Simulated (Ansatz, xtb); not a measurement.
# Two isomers of CH4OSeSi

We compare X, `C[Si](O)=[Se]`, a singlet, with Y, `C[Si](=O)[SeH]`, a singlet. Both are isolated molecules in the gas phase, relaxed with PBE0-D3(BJ)/def2-SVP; the shapes shown needn't be the lowest conformers.

X (Å):

```xyz
8

C    -1.0060   -1.1685    0.1516
O     1.1817   -2.8826   -0.5395
Se    2.3123   -0.0781    0.7287
Si    0.8452   -1.4002    0.1036
H    -1.2505   -0.1845    0.5734
H    -1.4330   -1.2373   -0.8622
H    -1.4789   -1.9483    0.7706
H     0.4368   -3.4332   -0.8034
```

Y (Å):

```yaml
atoms:
  - { symbol: C, position_ang: [-1.2503, -1.9019, 2.0574] }
  - { symbol: O, position_ang: [0.0623, 0.3889, 0.5399] }
  - { symbol: Se, position_ang: [0.0386, -2.6026, -0.9605] }
  - { symbol: Si, position_ang: [-0.3601, -1.0810, 0.6487] }
  - { symbol: H, position_ang: [-1.4516, -1.1667, 2.8490] }
  - { symbol: H, position_ang: [-0.6405, -2.7221, 2.4676] }
  - { symbol: H, position_ang: [-2.2021, -2.3321, 1.7082] }
  - { symbol: H, position_ang: [0.6980, -1.5834, -1.7910] }
```

Quicker runs give these differences E(Y) − E(X): GFN2-xTB +5.6 kcal/mol; HF/STO-3G +25.9 kcal/mol (at GFN2-xTB geometries); r2SCAN-D4/def2-SVP +18.9 kcal/mol (at GFN2-xTB geometries).

Problem. Estimate E(Y) − E(X) at the level CCSD(T)/def2-SVP + ΔMP2/def2-TZVPP.

Solution. Calculated at CCSD(T)/def2-SVP + ΔMP2/def2-TZVPP: E(Y) − E(X) = +18.2 kcal/mol, so structure X lies lower.

The same difference at several levels:

```
                             level              geometry  E(Y) − E(X) (kcal/mol)  departure from the last row (kcal/mol)  job, with rough time for the two
                          GFN2-xTB              GFN2-xTB                      +5.6                                   −12.6              optimisation, 0.22 s
                         HF/STO-3G              GFN2-xTB                     +25.9                                    +7.7              single point, 0.42 s
                r2SCAN-D4/def2-SVP              GFN2-xTB                     +18.9                                    +0.7               single point, 3.8 s
              PBE0-D3(BJ)/def2-SVP  PBE0-D3(BJ)/def2-SVP                     +20.2                                    +2.0             optimisation, 1.8 min
                       HF/def2-SVP  PBE0-D3(BJ)/def2-SVP                     +26.0                                    +7.9           part of the CCSD(T) run
                      MP2/def2-SVP  PBE0-D3(BJ)/def2-SVP                     +18.1                                    −0.1           part of the CCSD(T) run
                  CCSD(T)/def2-SVP  PBE0-D3(BJ)/def2-SVP                     +18.1                                    −0.1                      single point
CCSD(T)/def2-SVP + ΔMP2/def2-TZVPP  PBE0-D3(BJ)/def2-SVP                     +18.2                                                        single point, 24 s
```

As drawn, Y has 1 O=Si, 1 Se–Si, 1 Se–H in place of 1 O–Si, 1 Se=Si, 1 O–H.

The levels shown agree on the order. The largest departure from CCSD(T)/def2-SVP + ΔMP2/def2-TZVPP is that of GFN2-xTB, 12.6 kcal/mol. The last row adds to CCSD(T) the change of the MP2 difference between the two basis sets, here +0.1 kcal/mol.

With harmonic frequencies from PBE0-D3(BJ)/def2-SVP (ideal gas, rigid rotor, one conformer each, 298.15 K, 1 atm): on the last row, ΔE + ΔZPE = +15.9 kcal/mol. A mode under 50 cm⁻¹ makes harmonic enthalpies and free energies unreliable, so none is given.

The correlated steps freeze 16 core orbitals; the filled d shell of Se is correlated, in a basis made for valence electrons. Codes used: Ansatz 0.2.0, xtb 6.7.1; the last row on 2 threads of Arm Neoverse V1 on a shared host.
